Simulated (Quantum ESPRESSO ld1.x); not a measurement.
The numbers below are computed, except where a source is named.
Valence configurations of the argon ion Ar3+ (all share [Ne]). Code: ld1.x of Quantum ESPRESSO 7.5. Model: scalar-relativistic Kohn-Sham, LDA (Slater exchange, VWN5 correlation), spin-polarised, spherical densities, point nucleus; open shells are filled with parallel spins first. Order these by energy: 3s0.5 3p4.5; 3s2 3p3; 3s1.5 3p3.5; 3s1 3p4; 3p5.

Answer. From the lowest, in eV above it: 3s2 3p3 0.000; 3s1.5 3p3.5 7.675; 3s1 3p4 15.349; 3s0.5 3p4.5 24.851; 3p5 33.647. NIST lists [Ne] 3s2 3p3 as the ground configuration; this level of theory agrees among the configurations tried. The energies are those of spherical high-spin densities, not of single terms.
